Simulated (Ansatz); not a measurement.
A made-up structure of LiBSiH4O, closed shell:

Li1  (-3.064, -0.112, 1.102)
O2  (-1.537, 0.229, 0.688)
Si3  (-0.026, 0.554, 0.272)
B4  (0.995, -0.829, -0.767)
H5  (0.084, 1.803, -0.568)
H6  (0.850, 0.842, 1.468)
H7  (-1.269, -0.499, 0.107)
H8  (2.131, -0.592, -1.080)
(Å)

It is relaxed with PBE-D4/def2-SVP and then PBE0-D4/def2-TZVP (Ansatz 0.2.0). Atoms count as bonded within 1.22 times the sum of their covalent radii (H–H: 0.88 Å). The end point is not checked to be a true minimum.

Q: Does its bonding change? (A judgement: the text doesn't fix the answer.)

A: The calculation gives: Yes. Formed: Li1–Si3, Li1–H6; broken: Si3–H7.

Where it ends: The first stage lowers the energy by 2.01 eV in 25 steps. It ends as LiBSiH₄O ([BH][SiH]12[H][Li]1[OH]2):
```
8
angstrom
Li -1.8800 0.3174 1.8659
O -1.5543 -0.1224 0.2053
Si 0.0450 0.5991 0.1750
B 1.1128 -0.6400 -0.8301
H -0.0425 1.9217 -0.5152
H -0.1902 1.0036 1.6945
H -1.5896 -0.7150 -0.5586
H 2.2622 -0.9675 -0.8152
```

Labels in which every atom is bracketed show which atoms are joined, not bond orders.

For scale, one of the runs: PBE0-D4/def2-TZVP relaxation, 137 basis functions, launched by `ansatz run in.yaml --threads 2 --pin off --events-out ev --progress --plain --max-ram 4352MiB`. The run took about 23 s on 2 CPU threads of an Arm Neoverse V2 (shared host).
